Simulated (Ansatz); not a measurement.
Reaction (ligand exchange at the Si–Cl bond): `CCO[Si](C)(F)Cl` + H–F → `CCO[Si](C)(F)F` + HCl

Isolated molecules relaxed with PBE0-D4/def2-TZVP in Ansatz; ΔE leaves out vibrations. CCSD(T)/CBS adds triple-zeta CCSD(T) − MP2 to the extrapolated MP2 energy (def2 sets, frozen cores). This one scheme is used for every species. Functionals use def2-TZVPP. One conformer a species, not always the lowest.

```
  level  ΔE (kJ/mol)
PBE0-D4        -42.5
ωB97X-V        -50.7
 B2PLYP        -55.2
    PBE        -45.9
```

Problem. What does CCSD(T)/CBS give? (Best estimate.)

Solution. Computed: -47.7 kJ/mol. The listed levels differ from it by 5.2, -3.0, -7.5, 1.8 kJ/mol.

Largest T1 diagnostic among the species: 0.011.

In def2-TZVPP, CCSD(T) changes the Hartree–Fock value by +14.4 kJ/mol (the triples alone add +3.3 kJ/mol) and MP2 by +21.7 kJ/mol. The D4 term adds +7.6 kJ/mol with B3LYP and +4.3 kJ/mol with PBE0; it sums over pairs of atoms, weighted by their polarisabilities, and B3LYP, whose exchange is more repulsive, gets the larger term.

B3LYP here is the variant with VWN-RPA as its local correlation; programs differ in this.
